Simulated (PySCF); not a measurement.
C₄H₈OSi. Atoms are numbered in the order given.

```xyz
14

C      2.5609     0.2852     0.0000
Si     0.8433    -0.4576     0.0000
C     -0.4652     0.2535     1.1999
C     -1.4156     0.1785     0.0000
O     -2.5842    -0.1227     0.0000
C     -0.4652     0.2535    -1.1999
H      2.5142     1.3857     0.0000
H      3.1282    -0.0327    -0.8896
H      3.1282    -0.0327     0.8896
H      0.8768    -1.9487     0.0000
H     -0.8395    -0.2112     2.1225
H     -0.1951     1.3071     1.4020
H     -0.1951     1.3071    -1.4020
H     -0.8395    -0.2112    -2.1225
```

Coordinates come from a r2SCAN-D4/def2-SVP optimisation. This is a generated structure with no PubChem entry under its InChIKey; it may be hypothetical.

Method: PySCF with KT2/pcSseg-1.

GIAO shieldings, no solvent; atoms listed in one row are averaged. δ = σ(ref) − σ: ¹³C against TMS (σ = 185.1 ppm); ²⁹Si against TMS (σ = 361.9 ppm); ¹⁷O against H2O (σ = 330.4 ppm); ¹H against TMS (σ = 31.47 ppm), references at their B3LYP-D3(BJ)/def2-TZVP geometries, non-relativistic.

Q: Estimate the chemical shifts. (An estimate is asked for; the answer gives what the named calculation found.)

A: 
```
nucleus       atoms  count  δ (ppm)
-------  ----------  -----  -------
¹³C              C4      1    187.5
¹³C          C3, C6      2     44.4
¹³C              C1      1     -0.2
²⁹Si            Si2      1    -48.7
¹⁷O              O5      1    595.5
¹H              H10      1     4.59
¹H         H12, H13      2     3.01
¹H         H11, H14      2     2.58
¹H       H7, H8, H9      3     0.82
```
